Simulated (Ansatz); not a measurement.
Consider the atomization: `O[SiH2]/C(O)=C/S` → 2 C• + 6 H• + 2 O• + S• + Si•.

Calculated with Ansatz (gas phase, PBE0-D4/def2-TZVP geometries, no zero-point term in ΔE). CCSD(T)/CBS is the MP2 limit (def2-TZVPP, def2-QZVPP) plus CCSD(T) − MP2 in def2-TZVPP, frozen cores. This one scheme is used for every species, atoms too. No spin–orbit coupling; open shells (•) take unrestricted orbitals. Spin–orbit coupling would lower the free atoms: a little for C, O, S, Si. One conformer a species, not always the lowest.

`O[SiH2]/C(O)=C/S`:

Z-matrix (Å, degrees):
```
Si
C 1 1.879
O 1 1.643 2 111.2
H 1 1.479 2 108.2 3 117.4
H 1 1.487 2 107.9 3 -122.3
C 2 1.341 1 122.5 3 -124.0
O 2 1.348 1 114.2 3 56.6
H 3 0.959 1 117.3 2 -58.1
S 6 1.765 2 120.3 1 -174.5
H 6 1.082 2 120.9 1 1.0
H 7 0.976 2 107.2 1 179.8
H 9 1.347 6 98.4 2 -104.0
```

| species | CCSD/CBS(def2) energy (Eh) |
| --- | --- |
| `O[SiH2]/C(O)=C/S` | -916.89218 |
| C• | -37.78991 |
| H• | -0.50000 |
| O• | -75.00346 |
| S• | -397.67481 |
| Si• | -288.94153 |

Task: Work out ΔE.

Result: ΔE = 6 × (-0.50000) + 2 × (-37.78991) + 2 × (-75.00346) + (-397.67481) + (-288.94153) − (-916.89218) = 1.68910 Eh = +45.96 eV. CCSD(T)/CBS gives +46.84 eV.

Largest T1 diagnostic among the species: 0.013.

From PBE to PBE0 (25 % exact exchange), in def2-TZVPP and without D4, ΔE moves by −1.11 eV: exact exchange takes away binding that semilocal exchange gives to molecules. In def2-TZVPP, CCSD(T) changes the Hartree–Fock value by +12.77 eV (the triples alone add +0.88 eV) and MP2 by +13.87 eV; breaking electron pairs costs correlation energy, which Hartree–Fock lacks.

For atomizations the MP2-based limit and the directly extrapolated one differ by several kJ/mol either way, and by 10 to 25 for some Ge, Se and Sn compounds, so smaller differences from it don't rank the levels.
